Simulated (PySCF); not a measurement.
CHO2, SMILES [O][C]O (connectivity only; charge and spin as stated), neutral, multiplicity 2.

Geometry: B3LYP-D3(BJ)/def2-TZVP. The values are those of a single conformer.

Two levels are set side by side: PBE/def2-TZVPD (PySCF) and ωB97X/def2-TZVPD (PySCF). Same geometry, gas phase. Differences are taken from unrounded values.

```csv
quantity,ωB97X,PBE,PBE minus ωB97X
α-spin orbital gap (eV),10.90,3.96,-6.94
β-spin orbital gap (eV),12.25,4.99,-7.26
dipole moment (D),3.05,2.85,-0.20
mean polarisability (bohr³),22.0,23.9,1.9
```

PBE's more diffuse valence density responds more strongly to a field. Differences between two approximate levels are no errors against the true value.

Rough cost on one machine, each run with all the roots and properties that it gave: ωB97X against PBE within a factor of 2.
